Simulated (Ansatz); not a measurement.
`O[SiH2][SiH]1CO1` + `S[SiH](Cl)Cl` → `O[SiH2][SiH](Cl)Cl` + `S[SiH]1CO1`  (redistribution)

Isolated molecules relaxed with PBE0-D4/def2-TZVP in Ansatz; ΔE leaves out vibrations. CCSD(T)/CBS adds triple-zeta CCSD(T) − MP2 to the extrapolated MP2 energy (def2 sets, frozen cores). DFT in def2-TZVPP. B3LYP here is the variant with VWN-RPA as its local correlation; programs differ in this. One conformer a species, not always the lowest.

`O[SiH2][SiH]1CO1`:

```xyz
11

O    -0.822    0.116    1.954
Si    0.702   -0.345    1.524
Si    0.557   -0.407   -0.806
C    -0.537    0.822   -1.577
O    -1.094   -0.462   -1.162
H    -1.495   -0.089    1.297
H     1.072   -1.678    2.076
H     1.669    0.655    2.042
H     1.429   -1.241   -1.671
H    -0.934    1.669   -1.022
H    -0.546    0.960   -2.656
```

`S[SiH](Cl)Cl`:

Z-matrix (Å, degrees):
```
Si
Cl 1 2.036
Cl 1 2.042 2 110.0
S 1 2.113 2 105.8 3 121.1
H 1 1.474 2 109.1 3 -116.8
H 4 1.346 1 92.9 2 -178.6
```

`O[SiH2][SiH](Cl)Cl`:

Cartesian coordinates in Å:
```
O -0.830 -0.168 1.911
Si 0.227 -0.743 0.785
Si 0.331 0.736 -1.033
Cl 1.223 -0.181 -2.638
Cl -1.627 1.193 -1.502
H -1.711 0.060 1.608
H 1.542 -0.859 1.460
H -0.180 -2.065 0.236
H 1.025 2.028 -0.828
```

`S[SiH]1CO1`:

Z-matrix (Å, degrees):
```
Si
C 1 1.798
O 1 1.652 2 50.8
S 1 2.112 2 121.3 3 -104.9
H 1 1.476 2 124.3 3 98.3
H 2 1.088 1 121.5 3 99.2
H 2 1.088 1 122.9 3 -98.9
H 4 1.344 1 93.3 2 179.8
```

```csv
level,ΔE (kJ/mol),difference from CCSD(T)/CBS
r2SCAN-D4,-1.1,1.9
B3LYP-D4,-3.6,-0.6
ωB97X-V,-2.9,0.1
ωB97M-V,-1.6,1.4
B2PLYP,-3.6,-0.6
PBE,-1.3,1.7
r2SCAN,-1.2,1.8
PBE0,-2.6,0.4
MP2/def2-TZVPP,-0.8,2.2
CCSD/def2-TZVPP,-3.9,-0.9
CCSD(T)/def2-TZVPP,-2.1,0.9
HF/def2-QZVPP,-12.6,-9.6
MP2/def2-QZVPP,-1.6,1.4
SCS-MP2/def2-QZVPP,-4.0,-1.0
MP2/CBS(def2),-1.8,1.2
CCSD/CBS(def2),-4.9,-1.9
CCSD(T)/CBS,-3.0,0
```

Largest T1 diagnostic among the species: 0.014.

In def2-TZVPP, CCSD(T) changes the Hartree–Fock value by +9.9 kJ/mol (the triples alone add +1.8 kJ/mol) and MP2 by +11.1 kJ/mol.
